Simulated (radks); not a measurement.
Ionisation of neutral zirconium, [Kr] 4d2 5s2, to [Kr] 4d2 5s1 as the strength of local exchange is varied. Method: Dirac Kohn-Sham, Slater X-alpha exchange (alpha = 2/3 is LDA exchange), no correlation, spin-unpolarised, spherical densities, finite nucleus; open shells fill j = l - 1/2 first; Fermi nuclear charge, rms radius 4.2694 fm; computed with a radial shooting solver on a logarithmic mesh with Libxc functionals.

| alpha | E(Zr) (hartree) | exchange (hartree) | IE (eV) | -e of the level emptied (eV) | <r> of it (bohr) |
|---|---|---|---|---|---|
| 0.617 | -3583.41416 | -98.23871 | 6.170 | 3.488 (5s1/2) | 3.832 |
| 0.667 | -3591.38367 | -106.42693 | 6.426 | 3.715 (5s1/2) | 3.784 |
| 0.749 | -3604.49052 | -119.92876 | 6.861 | 4.104 (5s1/2) | 3.706 |
| 0.796 | -3612.02360 | -127.70854 | 7.117 | 4.336 (5s1/2) | 3.662 |
| 0.82 | -3615.87606 | -131.69267 | 7.250 | 4.457 (5s1/2) | 3.640 |
| 0.984 | -3642.30580 | -159.12511 | 8.195 | 5.329 (5s1/2) | 3.495 |
| ? | -3607.21352 | -122.73928 | 6.953 | 4.187 (5s1/2) | 3.690 |

Which alpha was used in the last row?

Answer. alpha = 0.766. NIST Atomic Spectra Database: 6.634 eV (measured). The Delta-SCF value meets it near alpha = 0.71. Spin polarisation and multiplet splitting are left out, so open shells lie too high by an amount that depends on their filling.

Beside tabulated values, note that spin-unpolarised runs miss the spin-polarisation part of the exchange energy of open shells.
